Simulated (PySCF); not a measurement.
Input for PySCF:
```python
from pyscf import gto, scf, dft

mol = gto.Mole()
mol.atom = '''
    N    -0.000000   -0.000000   -1.172245
    N    -0.000000   -0.000000   -0.066547
    O     0.000000    0.000000    1.083943
'''
mol.basis = 'def2-svp'
mol.charge = 0
mol.spin = 0
mol.verbose = 4
mol.build()

mf = dft.RKS(mol)
mf.xc = 'pbe'
mf = mf.density_fit(auxbasis='def2-universal-jkfit')
mf.kernel()
```

Question: Give the Mulliken (on the basis functions themselves) charges in atom order at the level DF-PBE/def2-SVP (PySCF).

Answer: N1 -0.33, N2 0.49, O3 -0.16

Question: Predict the number of basis functions from DF-PBE/def2-SVP.

Answer: 42
